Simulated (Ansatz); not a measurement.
Basis-set extrapolation for C2H6AlBClN (PBE0-D4/def2-TZVP geometry, frozen core, the Gaussian-basis code of Ansatz). Multiplicity 1, RHF reference.

```
                      def2-TZVPP   def2-QZVPP
                 HF  -859.908742  -859.935610
    MP2 correlation    -0.893111    -0.960515
CCSD(T) correlation    -0.993370      not run
```

Energies in hartree. Use E(X) = E(∞) + A·exp(−7.88·√X) for Hartree–Fock and E(X) = E(∞) + B·X^(−2.97) for correlation, with X = 3 and 4, and add CCSD(T) minus MP2 of the smaller set to the MP2 limit.

What is the CCSD(T) energy at the basis-set limit?

HF limit: -859.935610 + (-0.026868) × 0.13774 = -859.93931. MP2 limit: -0.960515 + (-0.067404) × 0.74074 = -1.01044. Higher-order term: -0.993370 − (-0.893111) = -0.10026. Total: -861.05001 hartree, 92.8 kcal/mol below CCSD(T)/def2-TZVPP.
